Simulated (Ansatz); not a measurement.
## Worked example: the barrier

An elementary step of Si$_{4}$H$_{11}$ClO$_{4}$, singlet (Si₄H₉ClO₃ ([SiH3][O][Si]([Cl])([O][SiH3])[O][SiH3]) + H₂O → Si₃H₇ClO₃ ([OH][Si]([Cl])([O][SiH3])[O][SiH3]) + SiH₄O ([OH][SiH3]); bonds formed: Si1–O10, O2–H9; bonds broken: Si1–O2, H9–O10). “Start” is the structure reached by relaxing down from the saddle towards the reactants; PBE0-D4/def2-TZVP structures. The saddle:

Si1  (0.557, -0.714, 0.225)
O2  (0.731, 1.064, -0.315)
Si3  (-0.258, 1.942, -1.316)
O4  (0.320, -0.301, 1.776)
Si5  (0.141, 1.102, 2.617)
O6  (-0.707, -0.926, -0.774)
Si7  (-1.655, -2.176, -1.295)
Cl8  (0.987, -2.774, 0.613)
H9  (1.918, 0.566, -0.510)
O10  (2.202, -0.521, -0.460)
H11  (-0.244, 1.393, -2.695)
H12  (0.280, 3.326, -1.340)
H13  (-1.638, 1.949, -0.780)
H14  (-0.938, 1.945, 2.042)
H15  (1.414, 1.868, 2.621)
H16  (-0.213, 0.729, 4.007)
H17  (-2.724, -1.550, -2.112)
H18  (-0.870, -3.109, -2.138)
H19  (-2.260, -2.896, -0.150)
H20  (2.957, -0.919, -0.016)
(Å)

Ansatz 0.2.0; basis: def2-TZVPP and def2-QZVPP; cores frozen in the correlated methods.

Energies in eV:

| quantity | saddle | start |
| --- | --- | --- |
| Hartree–Fock, triple zeta (X = 3) | -52289.06582 | -52291.19597 |
| Hartree–Fock, quadruple zeta (X = 4) | -52290.84679 | -52293.00554 |
| MP2 correlation, X = 3 | -45.27928 | -44.46131 |
| MP2 correlation, X = 4 | -49.01166 | -48.18221 |
| CCSD(T) correlation, X = 3 | -49.15321 | -48.40332 |

Work out the barrier at the basis limit: extrapolate Hartree–Fock as E(X) = E∞ + A exp(−7.88 √X) and the MP2 correlation as E(X) = E∞ + B X^−2.97 (the exponents that Neese and Valeev fitted for def2-TZVPP and QZVPP), then add CCSD(T) − MP2 in triple zeta.

Each step is linear, so take the differences first (saddle − start): Hartree–Fock 2.13015 (X = 3) and 2.15875 (X = 4); MP2 correlation -0.81797 and -0.82945; CCSD(T) correlation -0.74989.
Two points give E∞ = E(4) + w [E(4) − E(3)], with w = 1/(exp(7.88 (2 − √3)) − 1) = 0.1377 for Hartree–Fock and w = 1/((4/3)^2.97 − 1) = 0.7407 for the correlation.
Hartree–Fock: 2.15875 + 0.1377 × 0.02860 = 2.1627 eV.
MP2 correlation: -0.82945 + 0.7407 × (-0.01148) = -0.8380 eV.
CCSD(T) − MP2: -0.74989 − (-0.81797) = 0.0681 eV.
Sum: 2.1627 + (-0.8380) + 0.0681 = 1.3928 eV, or 32.12 kcal/mol. Plain CCSD(T) in triple zeta gives 1.3803 eV, so the larger basis shifts the result by 0.0125 eV.

T1 diagnostic: at most 0.012.

Labels in which every atom is bracketed show which atoms are joined, not bond orders.

For scale, one of the runs: CCSD(T)/def2-TZVPP, 488 basis functions, launched by `ansatz run in.yaml --threads 4 --pin off --events-out ev --progress --plain --max-ram 66560MiB --backend cuda --devices 0, --max-vram 37GiB`. Hardware: 4 CPU threads of an AMD EPYC 7R13 and a share of one NVIDIA H100, shared host. Wall time 66 s; peak host memory 1.3 GiB.
